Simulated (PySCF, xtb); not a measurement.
CaO2, SMILES [O]1[O][Ca]1.

Harmonic wavenumbers (cm⁻¹) from GFN2-xTB (xtb 6.7.1) at its own minimum, in rising order: 354, 386, 929.

Problem. What does PBE0-D3(BJ)/def2-TZVP run with PySCF 2.14.0 give at its own minimum? (Estimate from the structure and the level; the computed values follow.)

Solution. 531, 648, 867. Paired by order, the mean absolute difference is 167 cm⁻¹ and the zero-point energies are 2.4 and 2.9 kcal/mol.
